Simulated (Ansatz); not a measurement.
Basis-set extrapolation for Cl$_{2}$F$_{2}$H$_{3}$NSi$_{2}$ (`F[SiH2]N[Si](F)(Cl)Cl`) (PBE0-D4/def2-TZVP geometry, frozen core, Ansatz). Multiplicity 1, RHF reference.

```
                       def2-TZVPP    def2-QZVPP
                 HF  -1752.432269  -1752.489149
    MP2 correlation     -1.310840     -1.433907
CCSD(T) correlation     -1.410072       not run
```

Energies in hartree. Use E(X) = E(∞) + A·exp(−7.88·√X) for Hartree–Fock and E(X) = E(∞) + B·X^(−2.97) for correlation, with X = 3 and 4, and add CCSD(T) minus MP2 of the smaller set to the MP2 limit.

Q: What is the CCSD(T) energy at the basis-set limit?

A: HF limit: -1752.489149 + (-0.056880) × 0.13774 = -1752.49698. MP2 limit: -1.433907 + (-0.123067) × 0.74074 = -1.52507. Higher-order term: -1.410072 − (-1.310840) = -0.09923. Total: -1754.12128 hartree, 7.59 eV below CCSD(T)/def2-TZVPP.
